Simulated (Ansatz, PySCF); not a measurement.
System: C₃H₈Se₂, charge 0, multiplicity 1. SMILES: [SeH]C([SeH])CC
Structure (B3LYP-D3(BJ)/def2-TZVP (Ansatz, a first-principles code) minimum search):
```
C
H 1 1.0924
H 1 1.0929 2 106.52
C 1 1.5239 2 107.38 3 116.74
H 4 1.0888 1 110.49 2 64.11
C 1 1.5281 2 109.63 3 -119.17
H 6 1.0910 1 110.27 2 55.11
H 6 1.0910 7 107.66 1 -122.45
H 6 1.0921 7 107.96 8 -116.02
Se 4 1.9733 5 103.29 1 120.80
H 10 1.4719 4 94.58 5 174.60
Se 4 1.9891 5 107.16 1 -119.39
H 12 1.4693 4 94.51 5 -72.79
```

Quantity: vertical triplet-singlet gap, E(triplet) - E(singlet), in eV. Set-up: 6-31G* and kin with 6d, 5d where marked; no spin-orbit coupling; LANL2DZ with its own core potentials from Na on; non-relativistic; open shells spin-unrestricted; each state is the SCF solution reached for its charge and spin; no dispersion term unless named. Ab initio and DFT rows: single points at B3LYP-D3(BJ) geometries (Ansatz). Levels can end on unlike triplets.

```csv
level,program,"vertical triplet-singlet gap, E(triplet) - E(singlet) (eV)"
HF/6-31G*,Ansatz,4.13
HF/6-31G* with LANL2DZ past Ar,Ansatz,4.36
PBE/6-31G*,Ansatz,3.63
PBE/6-31G* with LANL2DZ past Ar,Ansatz,3.78
B3LYP/STO-3G,Ansatz,5.59
B3LYP/3-21G,Ansatz,4.09
B3LYP/6-31G*,Ansatz,3.94
B3LYP/6-31G* with LANL2DZ past Ar,Ansatz,4.09
M06-2X/6-31G* with LANL2DZ past Ar (5d),PySCF,4.44
PBE/def2-TZVPD,Ansatz,3.51
wB97M-V/def2-TZVPD,Ansatz,4.25
```

No value to compare with is used here. The 9 habitual levels span 3.63 (PBE/6-31G*) to 5.59 eV (B3LYP/STO-3G); PBE/def2-TZVPD gives 3.51.

The levels are drawn from those run, B3LYP/6-31G* more often than the rest, none by its result; left out are runs that failed, that the program found above a lower state of the same kind, or whose <S^2> lies over 0.5 above the pure value.
